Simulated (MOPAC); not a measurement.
MOPAC input (AM1):

```
AM1 PRECISE GNORM=0.05 LET XYZ UHF MS=0.5 GEO-OK AUX(PRECISION=9) THREADS=1
C3H9Ge

C     1.76437900 1   -0.20800900 1   -0.67265100 1
Ge    0.08948100 1    0.04667900 1    0.26048700 1
C    -0.89707400 1    1.58006600 1   -0.49577600 1
C    -1.00921800 1   -1.57718300 1    0.09795300 1
H     2.67583100 1    0.30505300 1   -0.38933500 1
H     1.84691400 1   -0.85498300 1   -1.53885400 1
H     0.39214600 1    0.34106400 1    1.74890100 1
H    -1.12319200 1    1.39606500 1   -1.54624900 1
H    -1.83289700 1    1.72465200 1    0.04518500 1
H    -0.30414400 1    2.49108200 1   -0.42112300 1
H    -0.50027700 1   -2.43271400 1    0.54093400 1
H    -1.96623700 1   -1.44080900 1    0.60197800 1
H    -1.20007200 1   -1.79238600 1   -0.95418400 1
```

From the output:

```
                                                       MOPAC v23.2.5 Linux

          FINAL HEAT OF FORMATION =         25.17430 KCAL/MOL =     105.32926 KJ/MOL

          COSMO AREA              =        130.50 SQUARE ANGSTROMS
          COSMO VOLUME            =        122.91 CUBIC ANGSTROMS

          GRADIENT NORM           =          0.03998          =       0.01109 PER ATOM
          IONIZATION POTENTIAL    =          9.754621 EV
          ALPHA SOMO LUMO (EV)    =         -9.755  0.905
          BETA  SOMO LUMO (EV)    =        -11.020  0.695
          NO. OF ALPHA ELECTRONS  =         13
          NO. OF BETA  ELECTRONS  =         12
          MOLECULAR WEIGHT        =        117.6941         POINT GROUP:  Cs

          MOLECULAR DIMENSIONS (Angstroms)

            Atom       Atom       Distance
            H    12    H     5     5.03410
            H     9    H     6     4.45646
            H     7    H     8     3.47903

          SCF CALCULATIONS        =        233

   ATOM   CHEMICAL          X               Y               Z
  NUMBER   SYMBOL      (ANGSTROMS)     (ANGSTROMS)     (ANGSTROMS)

     1       C          1.74518360  *  -0.20036821  *  -0.65256194  *
     2      Ge          0.08847995  *   0.03837936  *   0.29729343  *
     3       C         -0.86214837  *   1.58629369  *  -0.48696782  *
     4       C         -1.02818788  *  -1.57082331  *   0.01817623  *
     5       H          2.29294437  *   0.65188656  *  -1.04134525  *
     6       H          2.15525447  *  -1.19124676  *  -0.81851415  *
     7       H          0.35018673  *   0.26520214  *   1.79967474  *
     8       H         -1.16968944  *   1.33196914  *  -1.51902169  *
     9       H         -1.75299787  *   1.81240665  *   0.12840220  *
    10       H         -0.17848278  *   2.45593200  *  -0.49901642  *
    11       H         -0.43613423  *  -2.46632237  *   0.28541305  *
    12       H         -1.92580302  *  -1.50367065  *   0.66097347  *
    13       H         -1.32752628  *  -1.61852733  *  -1.04603217  *

                             CARTESIAN COORDINATES

   1    C        1.745183600    -0.200368214    -0.652561940
   2   Ge        0.088479954     0.038379361     0.297293425
   3    C       -0.862148370     1.586293688    -0.486967815
   4    C       -1.028187885    -1.570823310     0.018176226
   5    H        2.292944368     0.651886563    -1.041345246
   6    H        2.155254475    -1.191246757    -0.818514152
   7    H        0.350186731     0.265202140     1.799674744
   8    H       -1.169689445     1.331969143    -1.519021690
   9    H       -1.752997869     1.812406652     0.128402202
  10    H       -0.178482784     2.455931998    -0.499016416
  11    H       -0.436134231    -2.466322371     0.285413047
  12    H       -1.925803024    -1.503670654     0.660973471
  13    H       -1.327526285    -1.618527334    -1.046032171

           Empirical Formula: C3 H9 Ge  =    13 atoms

      MOLECULAR POINT GROUP   :   Cs

          ALPHA EIGENVALUES
 -30.28502 -27.45164 -26.74236 -14.09977 -13.95748 -13.73703 -13.32560 -13.28459
 -12.93060 -11.75704 -11.28857 -11.04982  -9.75462   0.90497   1.00210   1.07347
   2.59252   4.60121   4.60805   4.61430   4.63175   4.69980   4.86761   5.10899
   5.16963

           BETA EIGENVALUES
 -30.04327 -27.43080 -25.08250 -13.92629 -13.82080 -13.70945 -13.32234 -13.21635
 -12.76488 -11.25138 -11.08701 -11.02013   0.69460   1.00926   1.40156   1.72809
   2.76292   4.60998   4.61511   4.62876   4.63883   5.10998   5.15086   5.28552
   5.38025

              NET ATOMIC CHARGES AND DIPOLE CONTRIBUTIONS

  ATOM NO.   TYPE          CHARGE      No. of ELECS.   s-Pop       p-Pop
    1          C          -0.471461        4.4715     1.35322     3.11824
    2         Ge           0.801880        3.1981     0.79177     2.40635
    3          C          -0.440483        4.4405     1.26512     3.17536
    4          C          -0.440727        4.4407     1.26515     3.17558
    5          H           0.100883        0.8991     0.89912
    6          H           0.100959        0.8990     0.89904
    7          H          -0.127495        1.1275     1.12749
    8          H           0.080086        0.9199     0.91991
    9          H           0.078666        0.9213     0.92133
   10          H           0.079499        0.9205     0.92050
   11          H           0.079488        0.9205     0.92051
   12          H           0.078688        0.9213     0.92131
   13          H           0.080016        0.9200     0.91998
 DIPOLE           X         Y         Z       TOTAL
 POINT-CHG.    -0.254     0.149     0.841     0.891
 HYBRID         0.090    -0.131    -0.790     0.806
 SUM           -0.164     0.018     0.051     0.173

          ATOMIC ORBITAL ELECTRON POPULATIONS

     Atom    s        px        py        pz
    1  C   1.35322   1.07335   1.02057   1.02433
    2 Ge   0.79177   0.77311   0.80700   0.82623
    3  C   1.26512   1.04836   1.08296   1.04404
    4  C   1.26515   1.05610   1.08768   1.03180
    5  H   0.89912
    6  H   0.89904
    7  H   1.12749
    8  H   0.91991
    9  H   0.92133
   10  H   0.92050
   11  H   0.92051
   12  H   0.92131
   13  H   0.91998

                    (SZ)    =    0.500000
                    (S**2)  =    0.770074

          ATOMIC ORBITAL SPIN POPULATIONS

    Atom   Total    s     px     py     pz
         Atomic
    1  C  1.2079  0.069  0.317  0.065  0.757
    2 Ge -0.1464 -0.028 -0.064 -0.013 -0.042
    3  C  0.0181  0.002  0.004  0.009  0.003
    4  C  0.0157  0.002  0.005  0.008  0.001
    5  H -0.0588 -0.059
    6  H -0.0587 -0.059
    7  H  0.0292  0.029
    8  H -0.0012 -0.001
    9  H -0.0013 -0.001
   10  H -0.0012 -0.001
   11  H -0.0010 -0.001
   12  H -0.0012 -0.001
   13  H -0.0011 -0.001

 **********************
 *                    *
 * JOB ENDED NORMALLY *
 *                    *
 **********************

 == MOPAC DONE ==
```

The geometry given is a B3LYP-D3(BJ)/def2-TZVP minimum.
